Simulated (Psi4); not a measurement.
## How methods differ on CH3ClOSn (SMILES C[O][Sn][Cl])

The species is CH3ClOSn (7 atoms), meant as a singlet with charge 0. SMILES: `C[O][Sn][Cl]`. The shape was relaxed beforehand at PBE0/def2-TZVP. This is one conformer, not always the lowest.

```tsv
atom	x (Å)	y (Å)	z (Å)
C	0.0258	0.7230	0.1041
O	0.7431	-0.0948	-0.7860
Sn	0.7121	-2.0290	-1.0874
Cl	-0.9347	-2.6189	0.5388
H	-0.5465	1.4658	-0.4614
H	-0.6674	0.1537	0.7319
H	0.7257	1.2579	0.7546
```

Each level gives the HOMO–LUMO gap (eV). The values are calculated.

```
                                                 level                    kind  program  value (eV)  CPU time
   PBE-D4/def2-TZVPP (density fitting, core potential)                     GGA     Psi4        3.49      33 s
r2SCAN-D4/def2-TZVPP (density fitting, core potential)                meta-GGA     Psi4        3.85      80 s
 B3LYP-D4/def2-TZVPP (density fitting, core potential)           global hybrid     Psi4        4.95      32 s
  PBE0-D4/def2-TZVPP (density fitting, core potential)           global hybrid     Psi4        5.36      36 s
  wB97M-V/def2-TZVPP (density fitting, core potential)  range-separated hybrid     Psi4        9.26      80 s
```

The values span 3.49 to 9.26 eV. Orbital gaps aren't excitation energies; they tend to grow with the share of exact exchange. CPU times are rough (shared hosts, several kinds of processor and program).
